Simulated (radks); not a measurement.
The selenium anion Se- inside a hard spherical wall (all orbitals vanish at R), configuration held at [Ar] 3d10 4s2 4p5 and not refilled when levels cross. Calculated with a radial shooting solver on a logarithmic mesh with Libxc functionals: scalar-relativistic Kohn-Sham, LDA (Slater exchange, VWN5 correlation), spin-unpolarised, spherical densities, finite nucleus; Fermi nuclear charge, rms radius 4.14 fm. Eigenvalues in eV, with the zero of energy where the potential of the charges vanishes at infinity; a dash marks a level that is unbound or too diffuse for the functional's potential to be trusted. A positive occupied level is held by the wall or, in an anion where self-interaction has pushed it up, behind a barrier. The pressure on the wall is -dE/dV.

R (bohr)	E (hartree)	kinetic (hartree)	e(3p)	e(3d)	e(4s)	e(4p)	e(5s, empty)	e(5p, empty)	pressure (GPa)
15	-2426.89124	2475.513	-144.59	-45.283	-9.760	0.525	2.913	3.492	0.000395
12	-2426.89087	2475.515	-144.54	-45.228	-9.709	0.571	3.546	4.572	0.00480
10	-2426.88948	2475.524	-144.40	-45.090	-9.586	0.683	4.336	5.913	0.0321
8	-2426.88230	2475.562	-143.95	-44.637	-9.198	1.044	6.021	8.610	0.280
7	-2426.86953	2475.626	-143.38	-44.071	-8.733	1.492	7.733	11.167	0.954
6	-2426.83452	2475.790	-142.24	-42.942	-7.842	2.393	10.876	15.558	3.71
4	-2426.34531	2477.764	-134.37	-35.154	-1.892	9.153	32.614	42.121	103
3.5	-2425.82357	2479.640	-129.25	-30.116	2.296	14.172	48.272	59.856	285
2.5	-2421.91995	2491.931	-108.04	-9.363	24.893	41.099	129.02	146.66	3200
2	-2414.27520	2514.311	-84.002	14.506	61.068	82.455	243.85	264.97	15000
